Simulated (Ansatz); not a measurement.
Abridged output of a molecular run in Ansatz:

```
Functional definition: HF
2131 factors; integrals over basis functions are off by at most 9.5e-4 eV
mean field evaluation 1: about -30305.7818 eV, gradient 4.2e1 eV
mean field evaluation 2: about -30305.8934 eV, gradient 4.2e1 eV
mean field evaluation 4: about -30309.4664 eV, gradient 3.3e0 eV
mean field evaluation 8: about -30309.5323 eV, gradient 3.3e-1 eV
mean field evaluation 16: about -30309.5332 eV, gradient 2.5e-6 eV
mean field -30309.53315121 eV, -1113.8547987674 hartree, gradient 2.5e-6 eV, S^2 0.000000; 0 other end points of the search recorded, 0 dependent functions left out
16 core orbitals not correlated: weight in the atoms' cores, before any rotation towards them, 1.000 or more for the frozen orbitals, at most 0.000 for the correlated occupied ones
reference -30309.53315121 eV, -1113.8547987674 hartree; 12, 12 occupied and 329, 329 virtual orbitals, 2131 factors
second order -19.78147603 eV of doubles, -0.00000000 eV of singles
cycle   1  -20.16849955 eV  change   -3.9e-1 eV  update   9.1e-2
cycle   2  -20.60451536 eV  change   -4.4e-1 eV  update   2.7e-2
cycle   3  -20.69969809 eV  change   -9.5e-2 eV  update   1.4e-2
cycle   4  -20.68966707 eV  change    1.0e-2 eV  update   3.3e-3
cycle   5  -20.68802595 eV  change    1.6e-3 eV  update   1.4e-3
cycle   6  -20.68805206 eV  change   -2.6e-5 eV  update   4.0e-4
cycle   7  -20.68775379 eV  change    3.0e-4 eV  update   1.4e-4
cycle   8  -20.68773889 eV  change    1.5e-5 eV  update   4.0e-5
cycle   9  -20.68775552 eV  change   -1.7e-5 eV  update   1.5e-5
perturbative correction -0.94159825 eV, -0.0346030974 hartree
Total energy: -30331.16250497 eV, -1114.6496628575 hartree
```

Its atoms:

Cartesian coordinates in Å:
```
O -0.9545 -0.2228 1.4419
Al 0.0024 -0.0880 0.0585
S -0.1320 1.7490 -1.0924
S 1.3314 -1.6989 -0.5585
H -0.9745 -0.9820 2.0212
H -1.0390 2.2584 -0.2390
H 1.7661 -1.0156 -1.6318
```

(1) Which basis set was used?
A. def2-TZVPP
B. cc-pV(D+d)Z
C. def2-SVPD
D. def2-QZVPP

(2) Write the keys of the input that set method, charge and spin (a neutral closed shell needs none for the last two).

Answers

(1) D. It gives 357 functions.

(2) 
```yaml
correlation: {method: ccsd_t}
```
